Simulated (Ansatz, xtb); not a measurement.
Two isomers of C4H6Cl2O

We compare a, `CC(=O)CC(Cl)Cl`, a singlet, with b, `O=CC[C@H](Cl)CCl`, a singlet. Both are isolated molecules in the gas phase, relaxed with r2SCAN-D4/def2-SVP; each stands in its lowest conformer found.

a (Å):

```xyz
13

C    -1.9372    1.4875   -1.0316
C    -0.8000    1.4067   -0.0486
C     0.0730    0.1546   -0.1375
C     0.7439   -0.1572    1.1807
Cl   -0.4806   -0.7281    2.3640
Cl    2.0396   -1.3761    0.9652
O    -0.5605    2.2762    0.7596
H    -2.3675    2.4971   -1.0338
H    -1.6112    1.2004   -2.0443
H    -2.7118    0.7612   -0.7299
H    -0.4913   -0.7199   -0.4991
H     0.8544    0.3648   -0.8918
H     1.1987    0.7392    1.6196
```

b (Å):

```xyz
13

C    -1.3603    0.4584    0.6354
C     0.1443    0.4166    0.6104
C     0.7248   -0.9710    0.8229
C     0.4322   -1.9615   -0.2879
Cl    2.5122   -0.8263    1.0802
Cl    0.9484   -1.3725   -1.9053
O    -2.0733   -0.5006    0.8134
H    -1.7967    1.4828    0.4837
H     0.5111    1.1104    1.3886
H     0.4974    0.8406   -0.3479
H     0.3214   -1.4076    1.7513
H     0.9556   -2.9089   -0.1039
H    -0.6522   -2.1365   -0.3298
```

Quicker runs give these differences E(b) − E(a): GFN2-xTB +29.0 kJ/mol; HF/STO-3G +10.3 kJ/mol (at GFN2-xTB geometries); r2SCAN-D4/def2-SVP//GFN2-xTB +16.9 kJ/mol.

Q: Estimate E(b) − E(a) at the level CCSD(T)/def2-SVP + ΔMP2/def2-TZVPP.

A: Calculated at CCSD(T)/def2-SVP + ΔMP2/def2-TZVPP: E(b) − E(a) = +13.1 kJ/mol, so structure a lies lower.

How the difference moves with the method:

| level | geometry | E(b) − E(a) (kJ/mol) | departure from the last row (kJ/mol) | job, with rough time for the two |
| --- | --- | --- | --- | --- |
| GFN2-xTB | GFN2-xTB | +29.0 | +15.8 | optimisation, 0.21 s |
| HF/STO-3G | GFN2-xTB | +10.3 | −2.8 | single point, 0.42 s |
| r2SCAN-D4/def2-SVP//GFN2-xTB | GFN2-xTB | +16.9 | +3.8 | single point, 4 s |
| r2SCAN-D4/def2-SVP | r2SCAN-D4/def2-SVP | +16.9 | +3.8 | optimisation, 40 s |
| HF/def2-SVP | r2SCAN-D4/def2-SVP | +9.4 | −3.7 | part of the CCSD(T) run |
| MP2/def2-SVP | r2SCAN-D4/def2-SVP | +12.6 | −0.5 | part of the CCSD(T) run |
| CCSD(T)/def2-SVP | r2SCAN-D4/def2-SVP | +11.4 | −1.8 | single point |
| CCSD(T)/def2-SVP + ΔMP2/def2-TZVPP | r2SCAN-D4/def2-SVP | +13.1 |  | single point, 60 s |

As drawn, both hold the same kinds of bond in the same numbers. Structure a has 1 methyl group, b 0.

None of the levels shown reverses the order. The largest departure from CCSD(T)/def2-SVP + ΔMP2/def2-TZVPP is that of GFN2-xTB, 15.8 kJ/mol. The last row adds to CCSD(T) the change of the MP2 difference between the two basis sets, here +1.8 kJ/mol.

With thermal terms from frequencies at re-optimised GFN2-xTB minima (ideal gas, soft modes damped towards free rotors, one conformer each, 298.15 K, 1 atm): on the last row, ΔE + ΔZPE = +13.7, ΔH = +12.6, ΔG = +14.9 kJ/mol.

The correlated steps freeze 15 core orbitals. Mirror images aren't counted in ΔG. Run with Ansatz 0.2.0, xtb 6.7.1; the last row on 4 threads of Arm Neoverse V1 on a shared host.
